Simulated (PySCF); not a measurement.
C5H4F3NO.
Structure used (PBE0-D3(BJ)/def2-SVP), in Å, numbered top down from 1:
```
atom  x, y, z in Å
N1    -2.9936    0.0471    0.5345
C2    -1.8106   -0.5937    0.3389
O3    -1.7099   -1.8063    0.3553
C4    -0.6498    0.3063    0.1037
C5     0.5616   -0.2370   -0.0983
C6     1.7586    0.5187   -0.3337
F7     1.6726    1.8509   -0.3555
C8     2.9699   -0.0295   -0.5335
F9     3.1842   -1.3174   -0.5371
F10    4.0555    0.6567   -0.7436
H11   -3.8182   -0.5134    0.7012
H12   -3.0747    1.0524    0.5232
H13   -0.7838    1.3916    0.0966
H14    0.6380   -1.3287   -0.0800
```

Level of theory: PBE0-D3(BJ)/def2-SVP geometry optimisation, gas phase (PySCF).

Masses are those of the commonest isotopes; rigid-rotor values at the optimised geometry. The values belong to one conformer with, in the numbering `[NH2:1][C:2](=[O:3])/[CH:4]=[CH:5]/[C:6]([F:7])=[C:8]([F:9])[F:10]`, H–N1–C2–O3 0° and 180°, N1–C2–C4–C5 180°, C4–C5–C6–F7 0°.

Question: Give the principal moments of inertia and the rotational constants in cm⁻¹.

Answer: Ia = 158.77, Ib = 882.22, Ic = 1040.99 u·Å²; 505379 MHz·u·Å²/I gives 3183, 572.8 and 485.5 MHz, that is A = 0.10617, B = 0.01911, C = 0.01619 cm⁻¹.

Question: What kind of rotor is it?

Answer: A near-prolate asymmetric top; Ray's κ = -0.935.

Question: Is it planar, by Δ = Ic − Ia − Ib?

Answer: Planar: Δ = Ic − Ia − Ib = 0.00 u·Å². For a rigid frame Δ = −2 Σ m c², so it vanishes when all atoms lie in the ab plane; here none is more than 0.01 Å from it.

Question: List the rotational levels J(Ka,Kc) to J = 5 (K).

Answer: Above 0(0,0), as E/k:
J = 1: 1(0,1) 0.051, 1(1,1) 0.176, 1(1,0) 0.180
J = 2: 2(0,2) 0.152, 2(1,2) 0.273, 2(1,1) 0.286, 2(2,1) 0.662, 2(2,0) 0.662
J = 3: 3(0,3) 0.304, 3(1,3) 0.419, 3(1,2) 0.445, 3(2,2) 0.814, 3(2,1) 0.815, 3(3,1) 1.451, 3(3,0) 1.451
J = 4: 4(0,4) 0.506, 4(1,4) 0.614, 4(1,3) 0.656, 4(2,3) 1.017, 4(2,2) 1.019, 4(3,2) 1.654, 4(3,1) 1.654, 4(4,1) 2.546, 4(4,0) 2.546
J = 5: 5(0,5) 0.758, 5(1,5) 0.857, 5(1,4) 0.920, 5(2,4) 1.271, 5(2,3) 1.275, 5(3,3) 1.909, 5(3,2) 1.909, 5(4,2) 2.800, 5(4,1) 2.800, 5(5,1) 3.946, 5(5,0) 3.946
The levels of one J sum to (2J + 1)J(J + 1)(A + B + C)/3.

Question: Which types of transition are allowed, and where do some lines up to J = 4 fall?

Answer: The dipole components are |μa| = 1.03 D, |μb| = 2.71 D, |μc| = 0.00 D; the mirror of this Cs structure is the ab plane, so μc vanishes by symmetry (the 0.01 D computed is a residue) and there are no c-type lines. The squared components, which scale the intensities, stand as 0.14 : 1.00 (a : b). Some lines, for components of 0.1 D or more:

```json
{"type": "a", "branch": "R", "J(Ka,Kc)": "1(0,1) ← 0(0,0)", "MHz": "1058", "lower level (cm⁻¹)": "0.000"}
{"type": "b", "branch": "R", "J(Ka,Kc)": "4(0,4) ← 3(1,3)", "MHz": "1811", "lower level (cm⁻¹)": "0.292"}
{"type": "b", "branch": "Q", "J(Ka,Kc)": "1(1,0) ← 1(0,1)", "MHz": "2698", "lower level (cm⁻¹)": "0.035"}
{"type": "a", "branch": "R", "J(Ka,Kc)": "3(0,3) ← 2(0,2)", "MHz": "3166", "lower level (cm⁻¹)": "0.106"}
{"type": "b", "branch": "R", "J(Ka,Kc)": "1(1,1) ← 0(0,0)", "MHz": "3669", "lower level (cm⁻¹)": "0.000"}
{"type": "a", "branch": "R", "J(Ka,Kc)": "4(1,4) ← 3(1,3)", "MHz": "4054", "lower level (cm⁻¹)": "0.292"}
{"type": "a", "branch": "R", "J(Ka,Kc)": "4(0,4) ← 3(0,3)", "MHz": "4212", "lower level (cm⁻¹)": "0.211"}
{"type": "a", "branch": "R", "J(Ka,Kc)": "4(3,2) ← 3(3,1)", "MHz": "4238", "lower level (cm⁻¹)": "1.009"}
{"type": "a", "branch": "R", "J(Ka,Kc)": "4(3,1) ← 3(3,0)", "MHz": "4238", "lower level (cm⁻¹)": "1.009"}
{"type": "a", "branch": "R", "J(Ka,Kc)": "4(1,3) ← 3(1,2)", "MHz": "4404", "lower level (cm⁻¹)": "0.309"}
{"type": "b", "branch": "R", "J(Ka,Kc)": "3(1,3) ← 2(0,2)", "MHz": "5568", "lower level (cm⁻¹)": "0.106"}
{"type": "b", "branch": "Q", "J(Ka,Kc)": "2(2,1) ← 2(1,2)", "MHz": "8093", "lower level (cm⁻¹)": "0.190"}
{"type": "b", "branch": "Q", "J(Ka,Kc)": "4(4,1) ← 4(3,2)", "MHz": "18573", "lower level (cm⁻¹)": "1.150"}
```

Question: Estimate the classical rotational partition function at 10 K, 100 K and 200 K.

Answer: Point group Cs, symmetry number σ = 1; q = (√π/σ)·√((kT/h)³/(ABC)), k/h = 20836.6 MHz/K: 5670 at 10 K, 179000 at 100 K, 507000 at 200 K.

Stationary, but not proved a minimum. Constants of a rigid frame at the computed geometry: no zero-point averaging, no centrifugal distortion. Quadrupole hyperfine structure (14N) is left out.
